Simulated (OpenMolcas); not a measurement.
# Computed transition rates of Ni6+

| Item | Value |
| --- | --- |
| Program | OpenMolcas 26.06 |
| Method | MS-CASPT2, IPEA 0.25 Eh, imaginary shift 0.1 Eh (closed shells correlated: 3s 3p) |
| Basis | ANO-RCC-VTZP [6s5p3d2f1g] |
| Scalar Hamiltonian | DKH2, point nucleus |
| Active space | 4 electrons in 5 orbitals (3d) |
| State averaging | 2S+1 = 5 even, 5 roots; 2S+1 = 3 even, 45 roots kept (CI in the orbitals of an earlier block); 2S+1 = 1 even, 50 roots kept (CI in the orbitals of an earlier block) |
| Spin-orbit coupling | state interaction with AMFI integrals over the reference wave functions, term energies averaged over their components |

Rates come from the transition moments of the reference wave functions (E1 and E2 in the length form). At fixed line strength A goes as λ^-3 for E1 and M1 and as λ^-5 for E2, so a rate at the computed wavelength can be rescaled to the measured one. Measured vacuum wavelengths follow from level energies in Corliss and Sugar, J. Phys. Chem. Ref. Data 10, 197 (1981). Branching counts decays inside the model space alone, at computed energies, and the table is only a selection of the M1 lines, drawn from those between levels with measured partners whose computed energy lies within a factor of 1.5 of the measured one.

| Upper | Lower | Type | λ computed (nm) | λ measured (nm) | A computed (s-1) | A rescaled (s-1) | Branching % |
| --- | --- | --- | --- | --- | --- | --- | --- |
| 3d⁴ ⁵D₁ | 3d⁴ ⁵D₀ | M1 | 33930 | 35840 | 1.38e-03 | 1.17e-03 | 100.0 |
| 3d⁴ ⁵D₂ | 3d⁴ ⁵D₁ | M1 | 17970 | 19050 | 9.78e-03 | 8.21e-03 | 100.0 |
| 3d⁴ ³H₅ | 3d⁴ ³H₄ | M1 | 14600 | 16290 | 8.27e-03 | 5.95e-03 | 97.3 |
| 3d⁴ ³H₆ | 3d⁴ ³H₅ | M1 | 14120 | 16920 | 7.76e-03 | 4.51e-03 | 99.4 |
| 3d⁴ ⁵D₃ | 3d⁴ ⁵D₂ | M1 | 12910 | 13970 | 2.15e-02 | 1.70e-02 | 100.0 |
| 3d⁴ ⁵D₄ | 3d⁴ ⁵D₃ | M1 | 10510 | 11470 | 2.33e-02 | 1.79e-02 | 100.0 |
| 3d⁴ ³G₃ | 3d⁴ ³F₃(1) | M1 | 2519 | 2602 | 1.88e-01 |  | 23.3 |
| 3d⁴ ³G₃ | 3d⁴ ³F₂(1) | M1 | 2463 | 2556 | 1.57e-01 |  | 19.4 |
| 3d⁴ ³G₄ | 3d⁴ ³F₄(1) | M1 | 2298 | 2398 | 1.34e-01 |  | 22.6 |
| 3d⁴ ³G₅ | 3d⁴ ³F₄(1) | M1 | 2038 | 2141 | 2.06e-01 |  | 30.9 |
| 3d⁴ ³G₅ | 3d⁴ ³H₆ | M1 | 1522 | 1570 | 2.11e-01 |  | 31.7 |
| 3d⁴ ³G₃ | 3d⁴ ³H₄ | M1 | 1488 | 1541 | 1.71e-01 |  | 21.1 |
| 3d⁴ ³G₅ | 3d⁴ ³H₅ | M1 | 1374 | 1437 | 2.37e-01 |  | 35.6 |
| 3d⁴ ³G₄ | 3d⁴ ³H₄ | M1 | 1350 | 1414 | 1.19e-01 |  | 20.1 |
| 3d⁴ ³H₄ | 3d⁴ ⁵D₄ | M1 | 334.7 | 341.5 | 6.39e-02 |  | 83.4 |
| 3d⁴ ³P₀(1) | 3d⁴ ⁵D₁ | M1 | 328.8 | 335.6 | 7.04e+00 |  | 100.0 |
| 3d⁴ ³P₁(1) | 3d⁴ ⁵D₂ | M1 | 316.2 | 322.2 | 5.43e+00 |  | 88.9 |
| 3d⁴ ³F₄(1) | 3d⁴ ⁵D₄ | M1 | 303.6 | 310.7 | 3.69e+00 |  | 80.8 |
| 3d⁴ ³F₃(1) | 3d⁴ ⁵D₃ | M1 | 297.8 | 304.9 | 2.20e+00 |  | 65.1 |
| 3d⁴ ³P₂(1) | 3d⁴ ⁵D₃ | M1 | 297 | 302.7 | 3.62e+00 |  | 89.5 |
| 3d⁴ ³F₂(1) | 3d⁴ ⁵D₂ | M1 | 291.9 | 299 | 1.00e+00 |  | 58.3 |
| 3d⁴ ³F₃(1) | 3d⁴ ⁵D₂ | M1 | 291.1 | 298.4 | 8.64e-01 |  | 25.6 |
| 3d⁴ ³F₂(1) | 3d⁴ ⁵D₁ | M1 | 287.2 | 294.4 | 5.66e-01 |  | 32.9 |
| 3d⁴ ³G₄ | 3d⁴ ⁵D₄ | M1 | 268.2 | 275.1 | 2.43e-01 |  | 40.9 |
| 3d⁴ ³G₃ | 3d⁴ ⁵D₃ | M1 | 266.3 | 272.9 | 1.86e-01 |  | 23.0 |

Spin-changing lines and M1 lines between different terms are not rescaled, since their strength hangs on the term gaps too.

The largest correction is for 3d⁴ ³H₆ → 3d⁴ ³H₅ (M1): 7.76e-03 × (14120 / 16920)^3 = 4.51e-03 s-1, a factor of 0.58.

The computed rate and branching of 3d⁴ ⁵D₁ → 3d⁴ ⁵D₀ give the upper level a radiative lifetime of 1.000 / 1.38e-03 s-1 = 7.25e+02 s, counting decays inside the model space alone. The rescaled rate gives about 8.5e+02 s.

These are rates of the free ion; in crystals, glasses and complexes forced electric-dipole and non-radiative decay shorten such lifetimes by orders of magnitude. No measured rate stands beside these. Rescaling mends the energy factor alone: line strengths can still be far off where a level mixes with configurations outside the active space, and weak or spin-changing lines hang on small mixing coefficients that depend on the term gaps too, so rescaling need not improve them.

CASPT2 does not keep the components of a term degenerate, so their means are used; among the terms shown or strongly mixed into the levels shown the widest spread is 240 cm-1 (3d⁴ ³G). Terms from blocks run as CI alone lack orbitals of their own. Computed and measured levels are paired by configuration, term and J; levels that our copy of the source lacks, or whose pairing is in doubt (as where it misses far off the trend of its configuration), stay unpaired. Levels of configurations outside the active space are missing.

A number in round brackets counts repeated terms of one configuration in the order of the reference energies.
